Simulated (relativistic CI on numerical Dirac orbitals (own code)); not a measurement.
**Ir2+ (5d7) in a crystal field**

Calculated by Dirac-Coulomb-Breit CI, orbitals from a KLI potential per configuration, model QED (radiative potential, 1s self-energy scaled to tabulated hydrogen-like ionisation energies), one configuration in a parametric crystal field, unscaled Slater integrals (own radial code). With so little scaling, terms lie 10 to 35 % too far apart, which can change the order of excited levels.

Field parameters in Wybourne normalisation: Oh B⁴₀ = 21Dq, B⁴₄ = √(5/14) B⁴₀. The field is a parameter set, without covalency.

S is read from ⟨S²⟩ = S(S + 1).

Levels (cm⁻¹, degeneracy): 0 (4), 21873 (2), 23712 (4), 27948 (2), 28257 (4), 36942 (4), 40165 (4), 40520 (2), 40919 (2), 44934 (4), 47007 (2), 56543 (2).

(1) Which field gives this pattern?
A. Oh, 10Dq = 36450 cm⁻¹
B. Oh, 10Dq = 18800 cm⁻¹
C. Oh, 10Dq = 40900 cm⁻¹
D. Oh, 10Dq = 32050 cm⁻¹

## Answers

(1) C. Oh, 10Dq = 40900 cm⁻¹, ground level with S = 0.55.
